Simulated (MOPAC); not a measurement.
Input for MOPAC: PM6 on GeH4Se (SMILES [GeH3][SeH]), a point of a bond scan (R = 1.229 Å).

```
PM6 1SCF PRECISE CHARGE=0 THREADS=1
GeH4Se

Ge    -1.09101478 1     0.39859550 1     0.13875590 1
Se     1.11269607 1    -0.44681414 1    -0.15691432 1
H     -1.26638279 1     1.39421371 1    -0.56097654 1
H     -2.01228532 1    -0.74391991 1    -0.30936001 1
H     -1.33949231 1     0.74448071 1     1.61542516 1
H      1.74280898 1     0.79294562 1     0.32474253 1
```

The log:

```
*******************************************************************************
 **                                                                           **
 **                              MOPAC v23.2.5                                **
 **                                                                           **
 *******************************************************************************
 ** MOPAC's Digital Object Identifier: https://doi.org/10.5281/zenodo.6511958 **
 **                                                                           **
 ** Please cite the open-source release paper for use of this MOPAC version:  **
 ** J. E. Moussa and J. J. P. Stewart (2026)                                  **
 ** MOPAC: An open-source semiempirical molecular orbital program             **
 ** J. Open Source Softw., 11(119), 8025, https://doi.org/10.21105/joss.08025 **
 *******************************************************************************

                              PM6 CALCULATION RESULTS

 *******************************************************************************
 *  PM6        - The PM6 Hamiltonian to be used
 *
 *
 *
 *                 CHARGE ON SYSTEM = 0
 *
 *
 *
 *  PRECISE    - TIGHTER CRITERIA TO BE USED
 *  1SCF       - DO 1 SCF AND THEN STOP
 *  THREADS=1  - MULTI-THREADING NOT USED
 *  T=         - A TIME OF 172800.0 SECONDS REQUESTED
 *  DUMP=N     - RESTART FILE WRITTEN EVERY 7200.0 SECONDS REQUESTED
 *******************************************************************************
PM6 1SCF PRECISE CHARGE=0 THREADS=1
 GeH4Se

   ATOM   CHEMICAL          X               Y               Z
  NUMBER   SYMBOL      (ANGSTROMS)     (ANGSTROMS)     (ANGSTROMS)

     1      Ge         -1.09101478  *   0.39859550  *   0.13875590  *
     2      Se          1.11269607  *  -0.44681414  *  -0.15691432  *
     3       H         -1.26638279  *   1.39421371  *  -0.56097654  *
     4       H         -2.01228532  *  -0.74391991  *  -0.30936001  *
     5       H         -1.33949231  *   0.74448071  *   1.61542516  *
     6       H          1.74280898  *   0.79294562  *   0.32474253  *



          CARTESIAN COORDINATES

    NO.       ATOM           X           Y           Z

     1        Ge         -1.0910      0.3986      0.1388
     2        Se          1.1127     -0.4468     -0.1569
     3         H         -1.2664      1.3942     -0.5610
     4         H         -2.0123     -0.7439     -0.3094
     5         H         -1.3395      0.7445      1.6154
     6         H          1.7428      0.7929      0.3247

 General Reference for PM6:
 "Optimization of Parameters for Semiempirical Methods V: Modification of NDDO Approximations
 and Application to 70 Elements", J. J. P. Stewart, J. Mol. Mod., 13, 1173-1213 (2007)
 URL: https://link.springer.com/article/10.1007/s00894-007-0233-4

           Empirical Formula: H4 Ge Se  =     6 atoms



      MOLECULAR POINT GROUP   :   C1


      RHF CALCULATION, NO. OF DOUBLY OCCUPIED LEVELS = 7


 -------------------------------------------------------------------------------
 PM6 1SCF PRECISE CHARGE=0 THREADS=1
 GeH4Se



     1SCF WAS SPECIFIED, SO BFGS WAS NOT USED
     SCF FIELD WAS ACHIEVED


                              PM6 CALCULATION
                                                       MOPAC v23.2.5 Linux




          FINAL HEAT OF FORMATION =         15.13265 KCAL/MOL =      63.31501 KJ/MOL


          COSMO AREA              =        107.96 SQUARE ANGSTROMS
          COSMO VOLUME            =         96.77 CUBIC ANGSTROMS

          IONIZATION POTENTIAL    =          8.813488 EV
          HOMO LUMO ENERGIES (EV) =         -8.813 -1.210
          NO. OF FILLED LEVELS    =          7
          MOLECULAR WEIGHT        =        155.5816         POINT GROUP:  C1

          MOLECULAR DIMENSIONS (Angstroms)

            Atom       Atom       Distance
            H     6    H     4     4.10667
           Se     2    H     5     2.87312
           Se     2    H     3     1.96023


          SCF CALCULATIONS        =          1





   ATOM   CHEMICAL          X               Y               Z
  NUMBER   SYMBOL      (ANGSTROMS)     (ANGSTROMS)     (ANGSTROMS)

     1      Ge         -1.09101478  *   0.39859550  *   0.13875590  *
     2      Se          1.11269607  *  -0.44681414  *  -0.15691432  *
     3       H         -1.26638279  *   1.39421371  *  -0.56097654  *
     4       H         -2.01228532  *  -0.74391991  *  -0.30936001  *
     5       H         -1.33949231  *   0.74448071  *   1.61542516  *
     6       H          1.74280898  *   0.79294562  *   0.32474253  *

                             CARTESIAN COORDINATES

   1   Ge       -1.091014780     0.398595500     0.138755900
   2   Se        1.112696070    -0.446814140    -0.156914320
   3    H       -1.266382790     1.394213710    -0.560976540
   4    H       -2.012285320    -0.743919910    -0.309360010
   5    H       -1.339492310     0.744480710     1.615425160
   6    H        1.742808980     0.792945620     0.324742530


           Empirical Formula: H4 Ge Se  =     6 atoms



      MOLECULAR POINT GROUP   :   C1


                  EIGENVALUES
 -23.22089 -20.47230 -14.22522 -12.85461 -12.08262 -11.59032  -8.81349  -1.21008
   1.74515   2.18749   2.29275   4.04428


              NET ATOMIC CHARGES AND DIPOLE CONTRIBUTIONS

  ATOM NO.   TYPE          CHARGE      No. of ELECS.   s-Pop       p-Pop
    1         Ge          -0.302944        4.3029     1.17033     3.13262
    2         Se          -0.113644        6.1136     1.99180     4.12185
    3          H           0.074919        0.9251     0.92508
    4          H           0.128993        0.8710     0.87101
    5          H           0.115010        0.8850     0.88499
    6          H           0.097667        0.9023     0.90233
 DIPOLE           X         Y         Z       TOTAL
 POINT-CHG.    -0.645     0.488     0.535     0.969
 HYBRID         0.224     0.485     0.049     0.536
 SUM           -0.421     0.973     0.583     1.210


          ATOMIC ORBITAL ELECTRON POPULATIONS

     Atom    s        px        py        pz
    1 Ge   1.17033   0.98693   1.06448   1.08121
    2 Se   1.99180   1.09046   1.16656   1.86482
    3  H   0.92508
    4  H   0.87101
    5  H   0.88499
    6  H   0.90233

 **********************
 *                    *
 * JOB ENDED NORMALLY *
 *                    *
 **********************




 == MOPAC DONE ==
```

The run finished.

Cost: about 0.020 core-seconds (a rough figure).
